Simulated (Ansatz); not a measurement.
Consider the redistribution: `CB(Cl)N([SiH3])[SiH3]` + `CB[SiH3]` → `CB(Cl)B[SiH3]` + `CN([SiH3])[SiH3]`.

Gas-phase electronic energies from Ansatz, PBE0-D4/def2-TZVP geometries. CCSD(T)/CBS adds triple-zeta CCSD(T) − MP2 to the extrapolated MP2 energy (def2 sets, frozen cores). DFT in def2-TZVPP. B3LYP here is the variant with VWN-RPA as its local correlation; programs differ in this. Each species was taken in one conformer, which may not be the lowest.

| level | ΔE (eV) | difference from CCSD(T)/CBS |
| --- | --- | --- |
| PBE-D4 | 1.98 | -0.11 |
| r2SCAN-D4 | 2.05 | -0.04 |
| PBE0-D4 | 2.03 | -0.06 |
| B3LYP-D4 | 2.02 | -0.07 |
| ωB97X-V | 2.03 | -0.06 |
| ωB97M-V | 2.12 | 0.03 |
| r2SCAN | 2.04 | -0.05 |
| PBE0 | 2.00 | -0.09 |
| B3LYP | 1.96 | -0.13 |
| MP2/def2-TZVPP | 2.17 | 0.08 |
| SCS-MP2/def2-TZVPP | 2.10 | 0.01 |
| CCSD(T)/def2-TZVPP | 2.08 | -0.01 |
| SCS-MP2/def2-QZVPP | 2.10 | 0.01 |
| HF/CBS(def2) | 1.97 | -0.12 |
| MP2/CBS(def2) | 2.18 | 0.09 |
| CCSD/CBS(def2) | 2.07 | -0.02 |
| CCSD(T)/CBS | 2.09 | 0 |

Largest T1 diagnostic among the species: 0.013.

From PBE to PBE0 (25 % exact exchange), in def2-TZVPP and without D4, ΔE moves by +0.06 eV. In def2-TZVPP, CCSD(T) changes the Hartree–Fock value by +0.11 eV (the triples alone add +0.02 eV) and MP2 by +0.19 eV.
